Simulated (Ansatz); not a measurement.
B$_{2}$F$_{4}$, triplet, geometry from GFN2-xTB (a higher spin typed on purpose: for a closed-shell molecule this is an excited state); HF/6-311G** (Ansatz, a first-principles code).

Ansatz was given this input:
Ansatz 0.2 input:
```yaml
crystal:
  periodic: [false, false, false]
  atoms:
    - {symbol: F, position_ang: [-1.42154176, -1.23245128, -0.09967212]}
    - {symbol: B, position_ang: [-0.80422778, -0.04353446, -0.04293697]}
    - {symbol: F, position_ang: [-1.54844616, 1.07167991, -0.05889277]}
    - {symbol: B, position_ang: [0.80422778, 0.04353446, 0.04293697]}
    - {symbol: F, position_ang: [1.54844616, -1.07167991, 0.05889277]}
    - {symbol: F, position_ang: [1.42154176, 1.23245128, 0.09967212]}
basis:
  gaussian:
    orbitals: 6-311G__.json
hamiltonian:
  xc: hf
magnetization: {spin_polarized: true, initial_magnetization: 2}
```
The basis file holds 6-311G** in the JSON format of the Basis Set Exchange.

The log (banner, timings and long lists left out):

```
Functional definition: HF
950 factors; integrals over basis functions are off by at most 4.9e-4 eV
mean field evaluation 1: about -12167.3319 eV, gradient 2.8e1 eV
mean field evaluation 2: about -12167.4276 eV, gradient 2.8e1 eV
mean field evaluation 4: about -12170.9844 eV, gradient 4.0e0 eV
mean field evaluation 8: about -12171.2381 eV, gradient 3.3e-1 eV
mean field -12171.23993009 eV, -447.2848174683 hartree, gradient 4.7e-5 eV, S^2 2.005061; 0 other end points of the search recorded, 0 dependent functions left out
reference -12171.23993009 eV, -447.2848174683 hartree; 24, 22 occupied and 84, 86 virtual orbitals, 950 factors
Total energy: -12171.23993009 eV, -447.2848174683 hartree
```
